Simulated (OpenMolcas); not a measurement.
Tb3+ in Cs2NaYF6

Tb3+ with its 6 nearest fluoride ions at 2.178 Å, on the Y site of Cs2NaYF6 (a = 9.075 Å, distance in the model lattice 2.178 Å). The rest of the host is ab initio model potentials to 7.6 Å and point charges beyond; the distance is set by hand and nothing relaxes. Ligand basis ANO-RCC-VDZP.

```json
{
 "Program": "OpenMolcas",
 "Method": "CASSCF",
 "Basis": "ANO-RCC-VDZP [7s6p4d2f1g]",
 "Scalar Hamiltonian": "DKH2, point nucleus",
 "Active space": "8 electrons in 7 orbitals (4f)",
 "State averaging": "2S+1 = 7 even, 7 roots; 2S+1 = 5 even, 62 roots kept (CI in the orbitals of an earlier block); 2S+1 = 3 even, 3 roots kept (CI in the orbitals of an earlier block, 0 in the spin-orbit step)",
 "Spin-orbit coupling": "state interaction with AMFI integrals over the reference wave functions"
}
```

The lowest spin-free states (labels of O, the rotations of Oh), above the lowest:

```
State  Degeneracy  E (cm-1)  Free-ion L (%)
  7A2           1       0.0         F (100)
  7T2           3     487.0         F (100)
  7T1           3      1354         F (100)
   5E           2     26069          D (99)
  5T2           3     26100         D (100)
  5A1           1     29206         L (100)
  5T1           3     29265         L (100)
   5E           2     29303         L (100)
  5T2           3     29664          L (95)
  5T1           3     30011          L (99)
   5E           2     30153          L (97)
  5T2           3     30239          L (99)
  5T2           3     30924          G (94)
  5T1           3     31200          G (99)
   5E           2     31211          G (97)
  5A1           1     31243         G (100)
  5T1           3     35421          H (99)
   5E           2     35550          H (99)
  5T2           3     36000          H (99)
  5T1           3     36320         H (100)
```

The lowest levels with spin-orbit coupling:

```tsv
E (cm-1)	Degeneracy	Label	2S+1	J	|mJ| (%)
0.0	1	A1	7	5.98	4 (87)
50.4	3	T1	7	5.97	4 (33)
109.8	3	T2	7	5.96	5 (40)
448.4	1	A2	7	5.98	2 (69)
550.9	3	T2	7	5.96	1 (53)
592.5	2	E	7	5.96	0 (43)
2075	3	T1	7	5.00	5 (34)
2399	3	T2	7	5.03	2 (33)
2443	2	E	7	4.97	2 (50)
2492	3	T1	7	4.95	3 (58)
3461	1	A1	7	3.97	0 (59)
3523	3	T1	7	3.98	1 (57)
3603	2	E	7	4.04	2 (50)
3988	3	T2	7	3.93	3 (55)
4735	3	T1	7	3.06	3 (41)
4785	3	T2	7	2.99	1 (43)
4970	1	A2	7	3.04	2 (100)
5657	3	T2	7	2.25	1 (62)
5932	2	E	7	2.06	2 (50)
6310	3	T1	7	1.21	1 (65)
```

Powder χT (cm3 K/mol): 0.647 at 2 K, 3.23 at 10 K, 9.62 at 50 K, 10.7 at 100 K, 11.1 at 200 K, 11.3 at 300 K. The effective moment at 300 K is 2.828 √(χT) = 9.53 μB.

Hund's rules give f8 the level 7F6 with g = 1.500, so an isolated free-ion multiplet has χT = g² J(J+1) / 8 = 11.812 cm3 K/mol. The computed 11.347 at 300 K differs by -4 %, through the field's splitting, the mixing of terms and any other multiplet in reach.

Stevens parameters of the J = 6 multiplet, which is 592 cm-1 wide (cm-1, z along the main axis): B40 = 4.241e-02, B44 = 2.143e-01, B60 = 1.210e-05, B64 = -1.920e-04.

Metal share of the active 4f orbitals (Löwdin): 99, 99, 99, 100, 100, 100, 100 %; Mulliken charge of the metal 2.37.

High states are left out of the spin-orbit mixing, which shifts the levels that they would mix with. Without dynamic correlation the ligand-field splitting of an f shell can come out too small, at times by half. The distance lies 2 % under the 2.214 Å that this model takes as the normal distance (a Shannon-type radius plus a fixed donor radius, weighted with the host); by an R⁻⁵ law this alone changes a d-shell field by about +9 %. The first state left out of the spin-orbit step lies near 46000 cm-1 above the lowest spin-free state of the reference (among the parities and spins computed), and the lists stop at four fifths of that energy or lower. No measured value stands beside these numbers; the geometry was set by hand and not optimised.

The RASSCF and RASSI steps took 110 s on 1 thread of Intel(R) Xeon(R) Platinum 8259CL CPU @ 2.50GHz (Skylake/Cascade Lake) (shared host); the integral step is not counted.
